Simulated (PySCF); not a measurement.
## Where the electron goes

C₃H₁₀AsNSi₂.
Geometry (PBE0-D3(BJ)/def2-SVP, Å), atoms numbered from 1 in this order:
```xyz
17
C3H10AsNSi2 angstrom
C     -1.598    0.786   -1.005
C     -1.621   -0.713   -1.288
Si    -0.383   -1.702   -0.277
C     -0.438   -3.469   -0.861
N     -0.456   -4.564   -1.246
As     1.829   -0.963   -0.683
Si     1.859    0.523    1.169
H     -2.355    1.316   -1.603
H     -0.621    1.231   -1.250
H     -1.803    1.008    0.054
H     -2.618   -1.140   -1.083
H     -1.412   -0.917   -2.351
H     -0.745   -1.732    1.172
H      2.415   -2.101    0.148
H      1.264   -0.074    2.403
H      1.081    1.743    0.799
H      3.276    0.909    1.436
```

Method: PySCF 2.14.0, density-fitted response routines, TDDFT CAM-B3LYP/def2-SVPD, vertical, gas phase, core orbitals frozen in the response. The CAM-B3LYP/def2-SVPD calculation is non-relativistic and has no spin–orbit coupling, an omission that weighs most on arsenic.

Frontier orbitals with the atoms that hold most of them (Löwdin shares over 4%, at most four atoms; ? is withheld):

```tsv
orbital	ε (eV)	atoms
LUMO+2	0.52	As6 20%, Si7 18%, H14 14%, Si3 9%
LUMO+1	0.37	As6 22%, Si7 19%, Si3 16%, C4 10%
LUMO	?	As6 22%, Si3 18%, C4 18%, N5 16%
HOMO	-8.91	?
HOMO-1	-9.71	?
HOMO-2	-10.48	C2 19%, Si3 13%, As6 12%, N5 8%
HOMO-3	-10.97	As6 18%, Si7 15%, N5 13%, H14 11%
```

Question: Which atoms hold the HOMO, and with what shares?

Answer: As6 (bonded to 2 Si and H) 61%; Si3 (bonded to As, 2 C and H) 12%; Si7 (bonded to As and 3 H) 11%; H14 (bonded to As) 5%. By element: arsenic 61%, silicon 23%, hydrogen 5% or more.

Question: Give the leading atoms of the HOMO-1.

Answer: As6 (bonded to 2 Si and H) 32%; Si7 (bonded to As and 3 H) 16%; Si3 (bonded to As, 2 C and H) 14%; C2 (bonded to C, Si and 2 H) 10%. By element: arsenic 32%, silicon 30%, carbon 10% or more.

Question: What is the LUMO energy, and the HOMO–LUMO gap?

Answer: ε(LUMO) = 0.18 eV; the gap is 9.09 eV (0.3339 hartree).

Question: How does S1 compare with the orbital gap of 9.09 eV?

Answer: S1 is at 5.99 eV (f = 0.032), 3.09 eV below the gap, made of HOMO→LUMO (74%), HOMO→LUMO+2 (11%). Without the coupling terms of the response equations the lowest excitation would equal the gap.

Question: One configuration dominates each of S1 and S3. Which, and how do the shares of the two leading atoms of either orbital change from the occupied to the empty one?

Answer: 
- S1 (5.99 eV, f 0.032), HOMO→LUMO (74%): As6 61% → 22%, Si3 12% → 18%
- S3 (6.32 eV, f 0.036), HOMO→LUMO+1 (74%): As6 61% → 22%, Si3 12% → 16%, Si7 11% → 19%

On one thread of an Arm Neoverse V1 (shared host), this took 4.5 min wall.

One conformer stands for the species.
